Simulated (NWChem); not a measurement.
**C3H3 (+1) in NWChem**

```xyz
6

C      0.0000     0.0000     1.3389
C      0.0000     0.0000     0.1036
C      0.0000     0.0000    -1.2444
H      0.0000     0.0000     2.4262
H      0.9468     0.0000    -1.8075
H     -0.9468     0.0000    -1.8075
```
Charge +1, spin multiplicity 1.

The numbers come from NWChem runs, not from measurements. The geometry was optimised at PBE0/def2-SVP, a minimum by its harmonic frequencies. It is one conformer; others weren't searched.

Symmetry labels belong to the abelian group C2v used in the runs, with the axes of the coordinates shown.

The spin multiplicity of the parent species was assumed, not shown to be that of its ground state. The structure started from a generated list of species.

### Question
List the lowest 3 singlet excitations that CIS/def2-SVPD gives, with oscillator strengths.

### Answer
```csv
state,symmetry,energy (eV),wavelength (nm),f
1,a2,2.53,489,0.000
2,a1,5.56,223,0.166
3,a2,7.61,163,0.000
```
